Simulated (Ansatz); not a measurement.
`[SiH3][SiH2][SiH2][SiH3]` + `[NH2][GeH3]` → `[SiH3][SiH2][NH][GeH3]` + `[SiH3][SiH3]` at 600 K and 1 bar (cleavage of the Si–Si bond).

Calculated with Ansatz (gas phase, PBE0-D4/def2-TZVP geometries, no zero-point term in ΔE). CCSD(T)/CBS is the MP2 limit (def2-TZVPP, def2-QZVPP) plus CCSD(T) − MP2 in def2-TZVPP, frozen cores. For Ge outer-core shells are correlated without core-valence functions, which leaves a few kJ/mol of doubt a bond. Scalar relativity is left out up to krypton. One conformer a species, not always the lowest.

| species | CCSD(T)/CBS energy (Eh) | H − E (kJ/mol) | S (J/(mol·K)) |
| --- | --- | --- | --- |
| `[SiH3][SiH2][SiH2][SiH3]` | -1162.31008 | 307.0 | 544.8 |
| `[NH2][GeH3]` | -2133.81884 | 167.5 | 333.3 |
| `[SiH3][SiH2][NH][GeH3]` | -2714.39913 | 292.6 | 524.3 |
| `[SiH3][SiH3]` | -581.74359 | 174.5 | 343.9 |

H − E and S are ideal-gas, rigid-rotor, harmonic terms from PBE0-D4/def2-TZVP, for one conformer and one mirror image of each species. 1 Eh = 2625.50 kJ/mol, R = 8.31446 J/(mol·K).

Question: By hand: ΔE, ΔH, ΔS and ΔG.

Answer: ΔE = (-2714.39913) + (-581.74359) − (-1162.31008) − (-2133.81884) = -0.01380 Eh = -36.2 kJ/mol. Δ(H − E) = 292.6 + 174.5 − 307.0 − 167.5 = -7.4, so ΔH = -43.6 kJ/mol. ΔS = 524.3 + 343.9 − 544.8 − 333.3 = -9.9 J/(mol·K). ΔG = -43.6 − 600 × (-9.9)/1000 = -37.7 kJ/mol.

Question: By hand: the equilibrium constant, and the temperature at which ΔG would vanish if ΔH and ΔS stayed fixed.

Answer: log₁₀ K = −ΔG/(RT ln 10) = 3.3. ΔG = 0 at ΔH/ΔS = 4404 K, far beyond where these terms or the molecules hold.

The number of gas molecules stays the same, so ΔS is small and ΔH decides. A doubt of 5 kJ/mol in ΔE shifts log₁₀ K by 0.4 here. Other conformers and mirror images would add mixing entropy, several J/(mol·K) or more a flexible species. Modes under 60 cm⁻¹, often nearly free rotors, make the harmonic entropy too high. These are equilibria of isolated gas molecules and say nothing of rates. Largest T1 diagnostic: 0.014 (customary marks: 0.02 for closed shells, 0.045 for open ones).
